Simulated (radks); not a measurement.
The numbers below are computed, except where a source is named.
Problem. These are the eigenvalues of the occupied orbitals of an atom or ion with whole-number occupations (hartree). Level of theory: scalar-relativistic Kohn-Sham, Wu-Cohen GGA, spin-polarised, spherical densities, finite nucleus; Fermi nuclear charge, rms radius of each element as measured or else 0.836 A^(1/3) + 0.57 fm (a radial shooting solver on a logarithmic mesh with Libxc functionals).

orbital  eigenvalue
1s up     -15.56065
1s down   -15.52705
2s up      -1.83975
2s down    -1.75133
2p up      -1.41605

Which element is it, and in what charge state? The configuration may be excited. Open shells, if any, are filled with parallel spins first.

Solution. Z = 7, nitrogen, charge +2: N2+ in [He] 2s2 2p1. The list shows which subshells hold electrons but not how many an open one holds; the 1s level, -15.561 hartree, gives Z - s = 5.6 by -(Z - s)^2/2, which with screening and relativity narrows Z to a few neighbours, and the depths of the outer levels then fix element, charge and occupations together.
